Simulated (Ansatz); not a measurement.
Consider the substitution at a C–Si bond: `OC[SiH2]O[SiH3]` + `N=CS` → `N=CSCO` + `[SiH3]O[SiH3]`.

Isolated molecules relaxed with PBE0-D4/def2-TZVP in Ansatz; ΔE leaves out vibrations. CCSD(T)/CBS is the MP2 limit (def2-TZVPP, def2-QZVPP) plus CCSD(T) − MP2 in def2-TZVPP, frozen cores. This one scheme is used for every species. DFT in def2-TZVPP. Each species was taken in one conformer, which may not be the lowest.

```
          species  PBE-D4 energy (Eh)
`OC[SiH2]O[SiH3]`          -772.00189
           `N=CS`          -492.60273
         `N=CSCO`          -607.05763
  `[SiH3]O[SiH3]`          -657.54266
```

Q: Work out ΔE.

A: ΔE = (-607.05763) + (-657.54266) − (-772.00189) − (-492.60273) = 0.00433 Eh = +11.4 kJ/mol. CCSD(T)/CBS gives +16.0 kJ/mol.

Largest T1 diagnostic among the species: 0.014.

In def2-TZVPP, CCSD(T) changes the Hartree–Fock value by −4.0 kJ/mol (the triples alone add −3.4 kJ/mol) and MP2 by −6.2 kJ/mol. From PBE to PBE0 (25 % exact exchange), in def2-TZVPP and without D4, ΔE moves by +3.8 kJ/mol.
